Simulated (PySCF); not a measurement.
Species: C4H12BNO.
Atom-mapped SMILES: `[CH3:1][O:2][CH2:3][BH:4][N:5]([CH3:6])[CH3:7]` (hydrogens: H8, H9, H10 on C1; H11, H12 on C3; H13 on B4; H14, H15, H16 on C6; H17, H18, H19 on C7)

Torsions of this conformer, `[CH3:1][O:2][CH2:3][BH:4][N:5]([CH3:6])[CH3:7]`: C1–O2–C3–B4 -179°, O2–C3–B4–N5 0°, C3–B4–N5–C6 -179°.

The closed-shell ground state was solved at several levels (PySCF, density fitting, gas phase, non-relativistic). Isolated species at its PBE0-D3(BJ)/def2-SVP geometry (one conformer only).

| level | basis functions | HOMO (eV) | LUMO (eV) | gap (eV) | dipole (D) |
| --- | --- | --- | --- | --- | --- |
| PBE0/pcSseg-1 | 179 | -7.02 | 0.77 | 7.79 | 0.42 |
| B3LYP/pcJ-1 | 309 | -6.81 | 0.54 | 7.35 | 0.42 |
| HF/pcSseg-1 | 179 | -10.08 | 4.24 | 14.32 | 0.19 |

Problem. Estimate the row for wB97X-D/def2-SVPD, a basis of 239 functions; the other rows only guide the guess.

Solution. HOMO -8.94 eV, LUMO 2.04 eV, gap 10.98 eV, dipole 0.32 D.

Problem. Over all these levels, which gives the widest orbital gap and which the narrowest?

Solution. HF/pcSseg-1 (Hartree–Fock, all exact exchange) has the widest, 14.32 eV, and B3LYP/pcJ-1 (global hybrid, 20 % exact exchange) the narrowest, 7.35 eV. Functional and basis both differ between the two, so the spread mixes both effects. The HOMO need not be the same orbital at Hartree–Fock and at DFT levels.

Problem. How far do the dipole and the HOMO energy spread over the levels?

Solution. The dipole runs from 0.19 to 0.42 D (mean 0.34 D) and the HOMO from -10.08 to -6.81 eV.
